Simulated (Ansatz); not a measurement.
Born–Oppenheimer molecular dynamics of F3H3Si2 (8 atoms, charge 0, multiplicity 1). It goes on from the last frame of an earlier run, with new velocities.

Method: Ansatz, RKS B3LYP-D4/STO-3G.

```json
{
 "ensemble": "NVT, Nosé–Hoover chain",
 "time step": "1 fs",
 "steps asked": "166",
 "set temperature": "200 K",
 "thermostat": "time constant 100 fs, chain length 3",
 "temperature schedule": "41 steps to 200 K, then 125 steps to 600 K",
 "seed": "447676"
}
```

First frame:

```xyz
8
Properties=species:S:1:pos:R:3
Si -0.044 0.004 -0.096
Si 0.115 -0.066 2.156
H -1.040 -0.435 2.786
H 1.164 -1.097 2.479
H 0.593 1.213 2.738
F 1.432 0.253 -0.736
F -1.010 1.179 -0.737
F -0.580 -1.424 -0.725
```

Problem. How far do the bonds stretch over the last three quarters of this one trajectory? (Pairs bonded in most of those frames.)

Solution. 
| bond | mean (Å) | spread (Å) | shortest | longest |
| --- | --- | --- | --- | --- |
| Si1–Si2 | 2.290 | 0.028 | 2.24 | 2.34 |
| Si1–F6 | 1.643 | 0.013 | 1.62 | 1.67 |
| Si1–F7 | 1.645 | 0.035 | 1.59 | 1.70 |
| Si1–F8 | 1.641 | 0.027 | 1.59 | 1.69 |
| Si2–H3 | 1.454 | 0.061 | 1.36 | 1.54 |
| Si2–H4 | 1.448 | 0.044 | 1.38 | 1.52 |
| Si2–H5 | 1.447 | 0.026 | 1.41 | 1.49 |

Mean temperature of the second half: 235 K. The conserved energy stayed within 1.3 meV per atom of its start (net change 0.46 meV per atom), so the integration is sound. The schedule's set-point averaged 467 K over the second half and the system 235 K, so it lags behind the ramp. A run of 0.17 ps of so small a system gives no equilibrium averages. Limits of this set-up: minimal basis.

Time of the run: 4.9 min on 1 thread of Intel(R) Xeon(R) Platinum 8375C CPU @ 2.90GHz (Ice Lake), with other jobs on the host, peak memory 0.11 GiB.
